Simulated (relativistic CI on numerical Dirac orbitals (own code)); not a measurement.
## Electric-dipole lines of Sn XXV

Calculated at this level of theory: Dirac-Coulomb-Breit CI, separate exchange-only KLI orbitals for each configuration, a model potential for QED, unscaled Slater integrals (own radial code, finite nucleus).

CI space (outside the closed core [Ne]): 3s²3p⁶3d⁸, 3s²3p⁵3d⁹, 3s²3p⁴3d¹⁰, 3s3p⁶3d⁹, 3p⁶3d¹⁰, 3s3p⁵3d¹⁰, 3s²3p⁶3d⁷4s, 3s²3p⁶3d⁷4p, 3s²3p⁶3d⁷4d, 3s²3p⁴3d⁹4s, 3s²3p⁶3d⁷4f, 3s²3p⁵3d⁸4s, 3s²3p⁴3d⁹4p, 3s²3p⁶3d⁶4s², 3s²3p⁵3d⁸4p, 3s²3p⁶3d⁶4s4p, 3s²3p⁴3d⁹4d, 3s3p⁵3d⁹4s, 3s²3p⁶3d⁷5s, 3s²3p⁶3d⁶4p², 3s²3p⁶3d⁷5p, 3s3p⁵3d⁹4p, 3s²3p⁵3d⁸4d, 3s²3p⁶3d⁶4s4d, 3s3p⁶3d⁸4s, 3s²3p⁶3d⁷5d, 3s²3p⁶3d⁶4p4d, 3s3p⁵3d⁹4d, 3s²3p⁵3d⁷4s², 3p⁶3d⁹4s, 3s3p⁶3d⁸4p, 3s²3p⁶3d⁷5f, 3s²3p⁵3d⁸4f, 3s²3p⁶3d⁷5g, 3s²3p⁶3d⁶4d², 3p⁶3d⁹4p. Levels of other configurations are missing.

| λ vac (nm) | Lower | Upper | A (s⁻¹) | log gf | S velocity/length |
| --- | --- | --- | --- | --- | --- |
| 1.7309 | 3s²3p⁶3d⁸ ³F4 [1] | 3s²3p⁵3d⁸4s ⁵G°4 [373] | 9.05e+11 | -0.44 | 0.94 |
| 1.7353 | 3s²3p⁶3d⁸ ³F4 [1] | 3s²3p⁵3d⁸4s ⁵G°5 [370] | 1.76e+12 | -0.06 | 0.95 |
| 1.7355 | 3s²3p⁶3d⁸ ³F4 [1] | 3s²3p⁶3d⁷4f ⁵D°4 [369] | 9.89e+11 | -0.40 | 0.92 |
| 1.7377 | 3s²3p⁶3d⁸ ³F4 [1] | 3s²3p⁶3d⁷4f ⁵P°3 [367] | 1.55e+12 | -0.31 | 0.92 |
| 1.7533 | 3s²3p⁶3d⁸ ¹D2 [2] | 3s²3p⁵3d⁸4s ¹F°3 [364] | 1.83e+12 | -0.23 | 0.95 |
| 1.7566 | 3s²3p⁶3d⁸ ³F4 [1] | 3s²3p⁵3d⁸4s ³G°5 [352] | 2.33e+12 | 0.07 | 0.95 |
| 2.1798 | 3s²3p⁶3d⁸ ³F4 [1] | 3s²3p⁶3d⁷4p ³D°3 [100] | 8.22e+11 | -0.39 | 0.98 |
| 2.1899 | 3s²3p⁶3d⁸ ³F3 [3] | 3s²3p⁶3d⁷4p ³G°4 [119] | 7.89e+11 | -0.29 | 0.93 |
| 2.1941 | 3s²3p⁶3d⁸ ³F4 [1] | 3s²3p⁶3d⁷4p ³G°5 [90] | 8.87e+11 | -0.15 | 0.93 |
| 2.2011 | 3s²3p⁶3d⁸ ¹G4 [7] | 3s²3p⁶3d⁷4p ¹G°4 [140] | 1.75e+12 | 0.06 | 0.95 |
| 2.2031 | 3s²3p⁶3d⁸ ³F4 [1] | 3s²3p⁶3d⁷4p ³F°4 [87] | 1.36e+12 | -0.05 | 0.95 |
| 4.7282 | 3s²3p⁶3d⁸ ³F3 [3] | 3s²3p⁵3d⁹ ³D°2 [19] | 3.41e+11 | -0.24 | 0.87 |
| 4.7364 | 3s²3p⁶3d⁸ ¹G4 [7] | 3s²3p⁵3d⁹ ¹F°3 [20] | 1.10e+12 | 0.41 | 0.84 |
| 4.8172 | 3s²3p⁶3d⁸ ³P2 [4] | 3s²3p⁵3d⁹ ³D°2 [19] | 2.91e+11 | -0.30 | 0.89 |
| 5.2040 | 3s²3p⁶3d⁸ ³F4 [1] | 3s²3p⁵3d⁹ ³F°3 [16] | 2.26e+11 | -0.19 | 0.85 |
| 5.3904 | 3s²3p⁶3d⁸ ³F3 [3] | 3s²3p⁵3d⁹ ³F°3 [16] | 1.76e+11 | -0.27 | 0.88 |
| 5.4828 | 3s²3p⁶3d⁸ ³F4 [1] | 3s²3p⁵3d⁹ ³D°3 [12] | 4.67e+11 | 0.17 | 0.86 |
| 5.5182 | 3s²3p⁶3d⁸ ³F3 [3] | 3s²3p⁵3d⁹ ³D°2 [13] | 4.05e+11 | -0.03 | 0.86 |
| 5.5199 | 3s²3p⁵3d⁹ ³D°3 [12] | 3s²3p⁴3d¹⁰ ³P2 [26] | 3.88e+11 | -0.05 | 0.68 |
| 5.5939 | 3s²3p⁵3d⁹ ¹F°3 [20] | 3s²3p⁴3d¹⁰ ¹D2 [30] | 1.05e+12 | 0.39 | 0.65 |
| 5.7306 | 3s3p⁶3d⁹ ³D3 [22] | 3s3p⁵3d¹⁰ ³P°2 [179] | 5.66e+11 | 0.14 | 0.87 |
| 5.7763 | 3s²3p⁶3d⁸ ³F4 [1] | 3s²3p⁵3d⁹ ³F°4 [10] | 1.84e+11 | -0.08 | 0.89 |
| 5.7943 | 3s²3p⁶3d⁸ ¹D2 [2] | 3s²3p⁵3d⁹ ¹D°2 [11] | 3.20e+11 | -0.09 | 0.91 |
| 5.8346 | 3s²3p⁵3d⁹ ³F°3 [16] | 3s²3p⁴3d¹⁰ ³P2 [26] | 4.99e+11 | 0.11 | 0.65 |
| 6.9819 | 3s²3p⁵3d⁹ ³F°4 [10] | 3s3p⁶3d⁹ ³D3 [22] | 2.54e+11 | 0.11 | 0.58 |
| 16.398 | 3s²3p⁶3d⁷4p ⁵G°6 [82] | 3s²3p⁶3d⁷4d ⁵H7 [187] | 8.20e+10 | 0.70 | 1.12 |
| 20.797 | 3s²3p⁶3d⁷4s ⁵F5 [29] | 3s²3p⁶3d⁷4p ⁵G°6 [82] | 3.27e+10 | 0.44 | 1.16 |
| 20.896 | 3s²3p⁶3d⁷4s ⁵F4 [35] | 3s²3p⁶3d⁷4p ⁵G°5 [98] | 3.15e+10 | 0.36 | 1.13 |
| 21.053 | 3s²3p⁶3d⁷4s ³G5 [41] | 3s²3p⁶3d⁷4p ³H°6 [116] | 3.09e+10 | 0.43 | 1.21 |
| 21.291 | 3s²3p⁶3d⁷4s ³H6 [46] | 3s²3p⁶3d⁷4p ³I°7 [129] | 3.08e+10 | 0.50 | 1.26 |

Terms are leading LS components. Brackets give the number of a level in order of energy, since labels repeat. The list gives strong lines, with weight on those to low levels, among the lowest 400 of 7727 levels, so that lines to higher ones, which can be the strongest, are missing. Levels whose partners in the same complex of configurations lie outside the list can be far off, and so can their lines. Rates are taken at the computed energies, electric ones in the length gauge. A velocity-to-length ratio far from 1 marks an uncertain rate.

At this charge energies of transitions that change n are usually good to better than 1 %, and those within a shell (Δn = 0) to a few per cent. Terms inside the open d or f shell come out 10 to 20 % too wide with unscaled integrals.

LS names give the leading component of a level, which can be under half, so a name can repeat, a term be missing and a line seem to break the LS rules.
